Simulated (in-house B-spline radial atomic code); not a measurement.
Results of a calculation; reference values are marked as such.
## Correlation energy from the adiabatic connection: −Z exp(−kr)/r, Z = 4.61, k = 1.48

Two electrons in a singlet, external potential −Z exp(−kr)/r, Z = 4.61, k = 1.48 (atomic units). Full CI in B-splines (partial waves to l = 8, correlation up to 0.6 % small) with the density held fixed gives W(λ) = <V_ee>_λ − U, and E_c is the integral of W(λ) − W(0) from 0 to 1.

| λ | W(λ) − W(0) (hartree) |
| --- | --- |
| 0 | 0.00000 |
| 0.02 | -0.00192 |
| 0.05 | -0.00479 |
| 0.12 | -0.01143 |
| 0.25 | -0.02352 |
| 0.4 | -0.03710 |
| 0.6 | -0.05464 |
| 0.8 | -0.07155 |
| 1 | -0.08786 |

Q: Integrate the table by the trapezoid rule.

A: The strips give -0.00002, -0.00010, -0.00057, -0.00227, -0.00455, -0.00917, -0.01262, -0.01594, which sum to -0.04524 hartree. The direct value, W(1) − W(0) + T_c with T_c = 0.04258, is -0.04528; the curve is convex, so chords lie above it and the trapezoids fall short in size by 0.09 %.

Q: Now use only three numbers: W(0) = -2.4172, the initial slope W'(0) = -0.09637 (extrapolated from the first points) and the strong-coupling limit of the point-charge-plus-continuum model, W∞ = -3.452. What do second-order theory and the interpolation W(λ) = W∞ + (W(0) − W∞)/√(1 + 2χλ) of Seidl, Perdew and Levy give?

A: Second order keeps the slope alone: E_c = W'(0)/2 = -0.04818, +6 % in size against -0.04528. Matching the slope fixes χ = W'(0)/(W∞ − W(0)) = -0.09637/(-1.03480) = 0.09313. Integrating, with s = √(1 + 2χ) = 1.089155, E_c = −(W(0) − W∞)(s − 1)/(s + 1) = −1.03480 × 0.089155/2.089155 = -0.04416 hartree, -2.5 % in size against the full result. At λ = 1 the formula gives W − W(0) = -0.08471 against -0.08786. Part of the miss can come from the model's W∞.
